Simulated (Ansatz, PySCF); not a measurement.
CF2, SMILES F[C]F (connectivity only; charge and spin as stated), neutral, multiplicity 1.

The structure is a stationary point at B3LYP-D3(BJ)/def2-TZVP. The isomer is the one that the SMILES or the coordinates give; other isomers of the formula were not compared.

Vertical ionisation energy (IE) and electron affinity (EA) in eV. Rows of orbital energies are one-electron estimates. Where ΔSCF, EOM or ADC give a negative EA the extra electron is unbound and the value depends on the basis.

```json
[
 {"level": "−ε(HOMO), −ε(LUMO), CAM-B3LYP/def2-TZVPD (PySCF)", "IE": "10.49", "EA": "1.15"},
 {"level": "−ε(HOMO), −ε(LUMO), PBE/def2-TZVPD (PySCF)", "IE": "…", "EA": "…"},
 {"level": "EOM-CCSD/aug-cc-pVDZ (PySCF)", "IE": "12.17", "EA": "-0.62"},
 {"level": "ADC(2)/aug-cc-pVDZ (PySCF)", "IE": "11.69", "EA": "-0.48"},
 {"level": "ΔSCF, CAM-B3LYP/def2-TZVPD (Ansatz), final states of multiplicity 2 and 2", "IE": "12.25", "EA": "-0.16"},
 {"level": "ΔSCF, PBE/def2-TZVPD (Ansatz), final states of multiplicity 2 and 2", "IE": "11.79", "EA": "-0.37"}
]
```

Problem. Fill in the missing entries. (Estimate from the structure and the level; the computed values follow.)

Solution. 
- −ε(HOMO), −ε(LUMO), PBE/def2-TZVPD (PySCF), IE: 7.26
- −ε(HOMO), −ε(LUMO), PBE/def2-TZVPD (PySCF), EA: 3.65

Problem. What vertical singlet–triplet gap does ΔSCF give with CAM-B3LYP/def2-TZVPD (Ansatz, a first-principles code) and with PBE/def2-TZVPD (Ansatz)? (The exact figures need the calculation; the answer reports its results.)

Solution. 2.56 and 2.55 eV (triplet above singlet where positive).

Problem. Give the lowest 1s main lines (those of the lightest heavy element) from CVS-ADC(2)-x/aug-cc-pVDZ (PySCF, non-relativistic), with pole strengths. (Estimate from the structure and the level; the computed values follow.)

Solution. 300.8 eV (1.53).

Problem. Beyond the first one, list the lowest photoelectron lines from ADC(2)/aug-cc-pVDZ run with PySCF 2.14.0 with their pole strengths (two spins summed). (The exact figures need the calculation; the answer reports its results.)

Solution. 14.77 eV (1.75), 15.75 eV (1.75), 17.83 eV (1.73), 18.03 eV (1.76), 19.44 eV (1.75).
